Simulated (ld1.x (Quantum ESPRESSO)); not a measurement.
# Logarithmic derivatives: Au, TM

| Quantity | Value |
| --- | --- |
| Element | Au (Z = 79) |
| Generator | ld1.x (Quantum ESPRESSO) 7.5 |
| Type | norm-conserving Troullier–Martins (Kleinman–Bylander form) |
| Functional | LDA (PZ) |
| Relativity | scalar-relativistic |
| Frozen core | [Kr] 4d10 4f14 5s2 |
| Valence charge | 17 |
| Reference configuration | 5p6 5d10 6s0.5 6p0.5 |
| Partial waves | 6s (bound): rc 1.85 bohr; 5p (bound): rc 1.40 bohr; 5d (bound): rc 2.00 bohr |
| Local potential | all-electron potential smoothed inside 1.15 bohr (lloc = -2) |
| Core correction | none |

Occupied shells without a wave of their own: 6p. They enter only through the test configuration that unscreens the potential.

The phase is arctan(r·u′/u) with u = r·R(r), unwrapped; energies in Ry, scanned from -6 to 5 Ry. A pole is an energy at which the radial function vanishes at the test radius. The pseudo phase is shifted by a multiple of π to meet the all-electron one at the reference energy, and phase errors are pseudo minus all-electron; the curves can meet again beyond the range given. Levels narrower than the energy grid can be missing from the lists of poles.

Question: For each channel, where are the poles, and over which energies does the pseudopotential scatter like the atom?

Answer:

| channel | radius (bohr) | reference energy (Ry) | poles, all-electron | poles, pseudo | unbroken range about the reference energy with phases within 0.05 rad | phase error 1 Ry above the reference energy (rad) |
| --- | --- | --- | --- | --- | --- | --- |
| s | 2.20 | -0.51 | 3.59 | 2.71 | below 2.4 | -0.017 |
| p | 2.20 | -4.50 | -4.35 | -4.35 | below 0.7 | -0.000 |
| d | 2.20 | -0.60 | 0.20 | 0.20 | below 3.9 | -0.000 |

Note: ghost state, extra bound levels that the all-electron valence spectrum of the same l lacks: s at -112.6 eV. A true bound ghost makes a file unfit for plane-wave use.

Phases in the d channel:

| E (Ry) | all-electron | pseudo |
| --- | --- | --- |
| -6.00 | 1.379 | 1.379 |
| -5.48 | 1.369 | 1.369 |
| -4.96 | 1.357 | 1.357 |
| -4.44 | 1.343 | 1.343 |
| -3.92 | 1.324 | 1.324 |
| -3.40 | 1.300 | 1.300 |
| -2.88 | 1.266 | 1.266 |
| -2.36 | 1.212 | 1.212 |
| -1.84 | 1.111 | 1.111 |
| -1.32 | 0.828 | 0.827 |
| -0.80 | -0.494 | -0.494 |
| -0.28 | -1.377 | -1.377 |
| 0.24 | -1.582 | -1.582 |
| 0.76 | -1.678 | -1.679 |
| 1.28 | -1.748 | -1.749 |
| 1.80 | -1.813 | -1.815 |
| 2.32 | -1.891 | -1.894 |
| 2.84 | -1.999 | -2.007 |
| 3.36 | -2.181 | -2.199 |
| 3.88 | -2.545 | -2.594 |
| 4.40 | -3.248 | -3.337 |
| 4.92 | -3.909 | -3.970 |
